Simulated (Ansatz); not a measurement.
Program: Ansatz. Geometries: PBE0-D4/def2-TZVP. ΔE: electronic, gas phase. CBS: MP2 limit from def2 TZ/QZ plus the TZ coupled-cluster correction, frozen cores. DFT in def2-TZVPP. Each species was taken in one conformer, which may not be the lowest.

Reaction (isomerisation): `C#C[Si](C)(F)F` → `C#C[SiH](F)CF`

```
             level  ΔE (eV)  difference from CCSD(T)/CBS
        r2SCANh-D4     2.95                        -0.01
      CAM-B3LYP-D4     2.87                        -0.09
              PBE0     2.83                        -0.13
           r2SCANh     2.95                        -0.01
           r2SCAN0     2.97                         0.01
         CAM-B3LYP     2.86                        -0.10
RPA@PBE/def2-TZVPP     2.79                        -0.17
       HF/def2-SVP     2.67                        -0.29
CCSD(T)/def2-TZVPP     2.93                        -0.03
     HF/def2-QZVPP     2.93                        -0.03
       CCSD(T)/CBS     2.96                            0
```

Largest T1 diagnostic among the species: 0.012.

From BLYP to BHLYP (50 % exact exchange), in def2-TZVPP and without D4, ΔE moves by +0.18 eV. Leaving LDA and LC-ωPBE aside and taking each functional with its dispersion term where it has one, the values, not all of them listed here, spread over 0.24 eV, from revPBE-D4 to B97M-V. LDA lies +0.09 eV from PBE without D4.

CCSD(T)/CBS has its own doubt, a few kJ/mol and more with outer-core shells, so smaller differences from it don't rank the levels.
